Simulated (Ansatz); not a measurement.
Consider the formal exchange of groups at a C–C bond: `CCCCCO` + `FC[SiH3]` → `OCC(F)[SiH3]` + `CCCC`.

Computed with Ansatz on PBE0-D4/def2-TZVP structures; ΔE is electronic, products minus reactants. CCSD(T)/CBS is the MP2 limit (def2-TZVPP, def2-QZVPP) plus CCSD(T) − MP2 in def2-TZVPP, frozen cores. DFT in def2-TZVPP. B3LYP here is the variant with VWN-RPA as its local correlation; programs differ in this. Each species was taken in one conformer, which may not be the lowest.

```
             level  ΔE (kcal/mol)  difference from CCSD(T)/CBS
         r2SCAN-D4           -5.5                         -1.0
           PBE0-D4           -4.8                         -0.3
          B3LYP-D4           -5.0                         -0.5
           ωB97X-V           -4.9                         -0.4
            r2SCAN           -5.5                         -1.0
   CCSD/def2-TZVPP           -4.4                          0.1
     HF/def2-QZVPP           -4.3                          0.2
    MP2/def2-QZVPP           -4.4                          0.1
SCS-MP2/def2-QZVPP           -4.3                          0.2
     MP2/CBS(def2)           -4.5                          0.0
       CCSD(T)/CBS           -4.5                            0
```

Largest T1 diagnostic among the species: 0.012.
